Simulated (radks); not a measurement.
Results of a calculation; reference values are marked as such.
Species: Ir V. Configuration: [Xe] 4f14 5d4.5 6s0.5 (fractional occupations, a model configuration).

Level of theory: Dirac Kohn-Sham, BLYP, spin-unpolarised, spherical densities, finite nucleus; open shells are shared between the two j in proportion to 2j + 1; Fermi nuclear charge, rms radius 5.4032 fm (a radial shooting solver on a logarithmic mesh with Libxc functionals).

Energy parts (eV):
total: -485768.80
kinetic: 553288.08
electron-nucleus: -1215302.10
Hartree: 185721.81
exchange-correlation: -9476.60

Orbitals (lengths in bohr, moments of r in powers of bohr; <r^-3> diverges for s and p1/2):
| orbital | occ. | eigenvalue (eV) | <r^-3> |
|---|---|---|---|
| 1s1/2 | 2 | -76040.17 | - |
| 2s1/2 | 2 | -13334.06 | - |
| 2p1/2 | 2 | -12779.31 | - |
| 2p3/2 | 4 | -11151.35 | 18750 |
| 3s1/2 | 2 | -3156.138 | - |
| 3p1/2 | 2 | -2906.695 | - |
| 3p3/2 | 4 | -2550.248 | 4313 |
| 3d3/2 | 4 | -2132.199 | 750.5 |
| 3d5/2 | 6 | -2055.154 | 628.9 |
| 4s1/2 | 2 | -711.7899 | - |
| 4p1/2 | 2 | -606.3932 | - |
| 4p3/2 | 4 | -522.0407 | 1022 |
| 4d3/2 | 4 | -348.9134 | 158.1 |
| 4d5/2 | 6 | -333.2537 | 129.5 |
| 4f5/2 | 6 | -112.9814 | 25.80 |
| 4f7/2 | 8 | -109.8530 | 24.54 |
| 5s1/2 | 2 | -146.2424 | - |
| 5p1/2 | 2 | -112.7027 | - |
| 5p3/2 | 4 | -98.5766 | 169.4 |
| 5d3/2 | 1.8 | -52.7163 | 16.72 |
| 5d5/2 | 2.7 | -51.0935 | 13.53 |
| 6s1/2 | 0.5 | -43.1265 | - |

The highest occupied level is 6s1/2 at -43.127 eV. The electron density at the nucleus is 1.821e+06 e/bohr^3.
